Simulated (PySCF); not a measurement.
Bond stretch in SiCl, doublet.

Levels of theory: UHF/3-21G = unrestricted Hartree-Fock/3-21G (PySCF); ROHF/cc-pVTZ (PySCF); UCCSD(T) = PySCF with CCSD(T) on UHF/cc-pVTZ, 10 core orbitals frozen.

Energies relative to the lowest point of each curve near equilibrium, in kcal/mol:

```tsv
R / Å	UHF/3-21G	ROHF
1.65	112.2	73.3
1.74	68.2	39.1
1.88	27.7	10.9
1.94	17.4	4.9
2.00	10.1	1.5
2.07	4.6	0.0
2.10	2.9	0.0
2.17	0.6	1.1
2.26	0.0	4.3
2.37	1.7	9.9
2.57	9.0	22.5
2.78	19.3	36.6
```

Q: Estimate the UCCSD(T) values at these points.

A: 1.65: 72.9; 1.74: 38.7; 1.88: 10.6; 1.94: 4.8; 2.00: 1.4; 2.07: 0.0; 2.10: 0.0; 2.17: 1.2; 2.26: 4.5; 2.37: 10.3; 2.57: 23.2; 2.78: 37.6 (kcal/mol).

The scan ran from 1.65 to 8.25 Å; beyond the distances shown one of the unrestricted levels run for this scan, shown here or not, changes its spin distribution in one step.
